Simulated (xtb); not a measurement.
C₃H₈O₂Si, SMILES C=C[SiH](O)OC. All values are semi-empirical tight-binding results from xtb (GFN2-xTB unless named), good for trends rather than for accurate numbers. Geometry: GFN2-xTB. Other conformers were not sampled.

Optimised geometry:

Bonds (Å): Si1–O2 1.632, Si1–C3 1.878, Si1–O5 1.629, Si1–H7 1.458, O2–H8 0.954, C3–C4 1.323, C3–H9 1.082, C4–H10 1.078, C4–H11 1.080, O5–C6 1.396, C6–H12 1.091, C6–H13 1.093, C6–H14 1.093. Bond angles (°): O2–Si1–C3 114.1, O2–Si1–O5 113.7, O2–Si1–H7 99.1, C3–Si1–O5 100.9, C3–Si1–H7 116.3, O5–Si1–H7 113.5, Si1–O2–H8 121.9, Si1–C3–C4 123.3, Si1–C3–H9 118.1, C4–C3–H9 118.6, C3–C4–H10 121.3, C3–C4–H11 122.9, H10–C4–H11 115.7, Si1–O5–C6 127.4, O5–C6–H12 108.1, O5–C6–H13 110.4, O5–C6–H14 111.2, H12–C6–H13 109.2, H12–C6–H14 109.4, H13–C6–H14 108.5.

Computed properties:
```
Item                                            Value
--------------------------------------  -------------
orbital gap                                   4.48 eV
dipole moment                                  1.26 D
zero-point energy                       65.6 kcal/mol
G − E(el) at 298.15 K (modified RRHO)   44.2 kcal/mol
static polarisability (D4 model)           76.4 bohr³
solvation energy, GFN2-xTB/ALPB(water)  -4.3 kcal/mol
solvation energy, GFN2-xTB/ALPB(dmf)    -8.7 kcal/mol
```

Computed atomic charges and the Wiberg bond orders between heavy atoms:
charges (e) Si1 0.57, O2 -0.48, C3 -0.14, C4 -0.08, O5 -0.37, C6 0.04, H7 -0.06, H8 0.31, H9 0.04, H10 0.02, H11 0.03, H12 0.05, H13 0.03, H14 0.03. Bond orders Si1–O2 1.15, Si1–C3 0.87, C3–C4 2.01, Si1–O5 1.11, O5–C6 1.00.
